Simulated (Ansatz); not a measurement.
The same path of B2FH3OS (8 atoms, charge 0, multiplicity 1) was run twice with different band settings. The coordinate that changes most is the dihedral H6–B1–B2–F3.

Computed with RKS PBE-D4/def2-SVP (Ansatz 0.2.0).

Relaxed end points:

```xyz
8
Properties=species:S:1:pos:R:3
B 1.214 1.177 0.271
B -0.020 0.004 0.190
F -0.636 -0.483 1.290
O -0.376 -0.443 -1.045
S -1.596 -1.640 -1.313
H 2.383 0.863 0.400
H 0.971 2.368 0.211
H -1.940 -1.846 -0.004
```

```xyz
8
Properties=species:S:1:pos:R:3
B 1.214 1.176 0.271
B -0.020 0.005 0.192
F -0.637 -0.483 1.291
O -0.376 -0.443 -1.044
S -1.595 -1.640 -1.312
H 0.972 2.368 0.208
H 2.383 0.862 0.399
H -1.940 -1.844 -0.004
```

Common settings: movable images 7; spring 5.0 eV/Å²; start path IDPP; force threshold 0.05 eV/Å; iteration limit 60; end points relaxed.

| run | climbing image | optimiser |
| --- | --- | --- |
| 1 | yes | quadratic models (default) |
| 2 | from the first iteration | fire |

**Question.** What does each run give, and how far can it be trusted?

**Answer.** Run 1: converged after 6 iterations, highest image 0.066 eV above the first end. A vibrational analysis at the climbing image gives one clearly imaginary mode, 139i cm⁻¹: a first-order saddle point.
Run 2: converged after 28 iterations, highest image 0.066 eV above the first end. Another band between the same ends (7 images) ends at a top of the same energy, where a vibrational analysis finds 1 clearly imaginary mode.
